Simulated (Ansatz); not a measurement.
`[SiH3][SiH]1[CH2][SbH]1`, relaxed with RKS PBE0-D4/def2-TZVP in the Gaussian-basis code of Ansatz from a PBE-D4/def2-SVP geometry. The force threshold is 0.005 eV/Å; the program also tests the step.

Charge 0, multiplicity 1. Sb takes the def2 core potential.

Start:

```xyz
11

Si   -1.795   -0.500   -0.414
Si    0.063   -0.070    0.927
C     1.357    1.123    0.278
Sb    2.344   -0.934    0.120
H    -1.337   -0.438   -1.847
H    -2.897    0.509   -0.209
H    -2.347   -1.871   -0.129
H    -0.137   -0.032    2.416
H     1.224    1.616   -0.700
H     1.883    1.759    1.011
H     1.640   -1.162   -1.454
```

Question: How much energy does the relaxation release, and in how many steps? (Best estimate.)

Answer: Ansatz gave: 5.14 kJ/mol, in 7 steps, 1 of them rejected.

Question: Which bonds change most? (Best estimate.)

Answer: The calculation gave: C3–Sb4 from 2.286 to 2.240 Å; Si2–Sb4 from 2.568 to 2.523 Å; Sb4–H11 from 1.739 to 1.713 Å; Si2–C3 from 1.875 to 1.851 Å.

Question: Give the relaxed structure. (An estimate is asked.)

Answer: The calculation gave: 
```xyz
11

Si   -1.786   -0.493   -0.415
Si    0.066   -0.066    0.914
C     1.347    1.106    0.272
Sb    2.312   -0.911    0.135
H    -1.347   -0.400   -1.832
H    -2.881    0.489   -0.181
H    -2.310   -1.858   -0.147
H    -0.134   -0.024    2.385
H     1.219    1.581   -0.694
H     1.865    1.738    0.987
H     1.649   -1.163   -1.424
```
